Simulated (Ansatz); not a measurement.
BiH2(iPr) (C3H9Bi), 13 atoms. Hardware: 2 threads of Arm Neoverse V1 on a shared host.

In the def2 sets Bi takes a core potential; there is no spin–orbit coupling. Correlated methods freeze 7 core orbitals; core or outer-core shells of Bi are correlated, in sets that lack core-valence functions.

Q: How many basis functions does each of these Ansatz runs have, and roughly what does it cost? PBE-D4/def2-TZVP, charge 0 singlet, energy and forces, from earlier orbitals; B3LYP-D4/def2-TZVP, charge 0 singlet, energy, from earlier orbitals; PBE0-D4/def2-SVP, charge 0 singlet, relaxation, 5 steps; PBE0-D4/def2-TZVP, charge 0 singlet, energy, from earlier orbitals; MP2/def2-TZVP, charge 0 singlet, energy, from earlier orbitals; ωB97X-V/def2-TZVP, charge 0 singlet, energy, from earlier orbitals; CCSD(T)/def2-SVP, charge 0 singlet, energy, from earlier orbitals; revPBE-D4/def2-TZVP, charge 0 singlet, energy, from earlier orbitals; PBE0-D4/def2-SVP, charge 0 singlet, energy, from earlier orbitals; PBE0-D4/def2-SVP, charge 0 singlet, energy with a search over starts; PBE-D4/def2-SVP, charge 0 singlet, energy, from earlier orbitals; r2SCAN-D4/def2-TZVP, charge 0 singlet, energy, from earlier orbitals.

A: Other jobs shared the machine, so times can vary by a factor of up to 3. A dash marks memory too small to be measured apart from the calling script's.

| run | functions | fitting or Cholesky vectors | wall time | peak host memory (GiB) |
| --- | --- | --- | --- | --- |
| PBE-D4/def2-SVP, charge 0 singlet, energy, from earlier orbitals | 113 | 1272 | 1.9 s | – |
| PBE0-D4/def2-SVP, charge 0 singlet, energy, from earlier orbitals | 113 | 1356 | 2.3 s | – |
| PBE0-D4/def2-SVP, charge 0 singlet, energy with a search over starts | 113 | 1356 | 2.9 s | – |
| revPBE-D4/def2-TZVP, charge 0 singlet, energy, from earlier orbitals | 197 | 1296 | 3.1 s | – |
| PBE-D4/def2-TZVP, charge 0 singlet, energy and forces, from earlier orbitals | 197 | 1296 | 4 s | – |
| MP2/def2-TZVP, charge 0 singlet, energy, from earlier orbitals | 197 | 1511 | 4.1 s | – |
| B3LYP-D4/def2-TZVP, charge 0 singlet, energy, from earlier orbitals | 197 | 1341 | 4.2 s | – |
| PBE0-D4/def2-TZVP, charge 0 singlet, energy, from earlier orbitals | 197 | 1341 | 4.4 s | – |
| r2SCAN-D4/def2-TZVP, charge 0 singlet, energy, from earlier orbitals | 197 | 1296 | 6.5 s | – |
| ωB97X-V/def2-TZVP, charge 0 singlet, energy, from earlier orbitals | 197 | 1330 | 13 s | 0.57 |
| PBE0-D4/def2-SVP, charge 0 singlet, relaxation, 5 steps | 113 | 1356 | 15 s | – |
| CCSD(T)/def2-SVP, charge 0 singlet, energy, from earlier orbitals | 113 | 1240 | 17 s | 0.66 |
